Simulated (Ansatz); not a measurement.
Ansatz (a quantum-chemistry and plane-wave program) input (CCSD(T)/aug-cc-pVTZ):

Ansatz 0.2 input:
```yaml
crystal:
  periodic: [false, false, false]
  atoms:
    - {symbol: F, position_ang: [-1.36357580, 0.85510713, -0.91813833]}
    - {symbol: C, position_ang: [-0.85668976, -0.02225283, -0.02148783]}
    - {symbol: F, position_ang: [-1.40133981, 0.28436771, 1.17851895]}
    - {symbol: F, position_ang: [-1.32293401, -1.24565825, -0.36291365]}
    - {symbol: Ge, position_ang: [1.15959233, 0.03012084, 0.02908535]}
    - {symbol: H, position_ang: [1.60906276, -0.99721213, 1.07167858]}
    - {symbol: H, position_ang: [1.56164456, 1.45382360, 0.42387871]}
    - {symbol: H, position_ang: [1.65312333, -0.33131068, -1.37456410]}
basis:
  gaussian:
    orbitals: aug-cc-pVTZ
total_charge: 1
magnetization: {spin_polarized: true, initial_magnetization: 1}
correlation: {method: ccsd_t, electrons: outside_noble_gas}
```

Output:

```
Functional definition: HF
integrals: 5.12 GiB planned
1896 factors; integrals over basis functions are off by at most 1.3e-3 eV
2.79 GiB of device memory are held for the factors and their scratch space
mean field: 2.26 GiB planned
mean field evaluation 1: about -65653.8014 eV, gradient 4.3e1 eV
mean field evaluation 2: about -65653.8022 eV, gradient 4.3e1 eV
mean field evaluation 4: about -65660.9496 eV, gradient 3.8e0 eV
mean field evaluation 8: about -65661.2024 eV, gradient 4.3e-1 eV
mean field evaluation 16: about -65661.7572 eV, gradient 1.3e0 eV
mean field evaluation 32: about -65661.1476 eV, gradient 2.9e-1 eV
mean field evaluation 64: about -65661.2416 eV, gradient 2.2e0 eV
mean field evaluation 96: about -65660.8902 eV, gradient 1.0e1 eV
mean field evaluation 128: about -65661.1547 eV, gradient 1.3e-1 eV
mean field evaluation 160: about -65661.2264 eV, gradient 6.1e-1 eV
mean field evaluation 192: about -65661.3275 eV, gradient 4.2e-1 eV
mean field evaluation 224: about -65661.2192 eV, gradient 8.0e-1 eV
mean field evaluation 256: about -65658.9179 eV, gradient 2.5e-4 eV
mean field evaluation 288: about -65662.0007 eV, gradient 1.2e-1 eV
mean field evaluation 320: about -65658.8857 eV, gradient 3.7e0 eV
mean field evaluation 352: about -65661.1484 eV, gradient 9.5e-3 eV
mean field evaluation 384: about -65662.0000 eV, gradient 2.4e-2 eV
mean field evaluation 416: about -65661.2985 eV, gradient 3.7e-1 eV
mean field evaluation 448: about -65658.9178 eV, gradient 7.8e-2 eV
mean field -65662.00001373 eV, -2413.0339932025 hartree, gradient 2.5e-6 eV, S^2 0.765395; 8 other end points of the search recorded, 0 dependent functions left out
determinant -65662.00001373 eV, -2413.0339932025 hartree, with singles and doubles -65690.99563193 eV, -2414.0995625172 hartree
determinant -65661.14834915 eV, -2413.0026951065 hartree, with singles and doubles -65689.96516255 eV, -2414.0616934660 hartree
determinant -65658.91788869 eV, -2412.9207271963 hartree, with singles and doubles -65687.85610030 eV, -2413.9841868579 hartree
18 core orbitals not correlated, not the lowest: weight in the atoms' cores, before any rotation towards them, 0.986 or more for the frozen orbitals, at most 0.014 for the correlated occupied ones
reference -65662.00001373 eV, -2413.0339932025 hartree; 16, 15 occupied and 278, 279 virtual orbitals, 1896 factors
second order -28.30914044 eV of doubles, -0.00000000 eV of singles
coupled cluster: 37.54 GiB planned
cycle   1  -28.77855496 eV  change    -3.3e0 eV  update   3.0e-2
cycle   2  -28.85711224 eV  change   -7.9e-2 eV  update   6.8e-3
cycle   3  -28.85377611 eV  change    3.3e-3 eV  update   3.3e-3
cycle   4  -28.85665308 eV  change   -2.9e-3 eV  update   1.1e-3
cycle   5  -28.85686738 eV  change   -2.1e-4 eV  update   5.7e-4
cycle   6  -28.85755578 eV  change   -6.9e-4 eV  update   2.5e-4
cycle   7  -28.85765076 eV  change   -9.5e-5 eV  update   1.2e-4
cycle   8  -28.85772863 eV  change   -7.8e-5 eV  update   4.2e-5
cycle   9  -28.85770832 eV  change    2.0e-5 eV  update   2.1e-5
perturbative correction -1.09552494 eV, -0.0402597990 hartree
Total energy: -65691.95324699 eV, -2414.1347542216 hartree
```

This state (charge 1, doublet) is run at the relaxed geometry of the species with charge 0 and multiplicity 1.
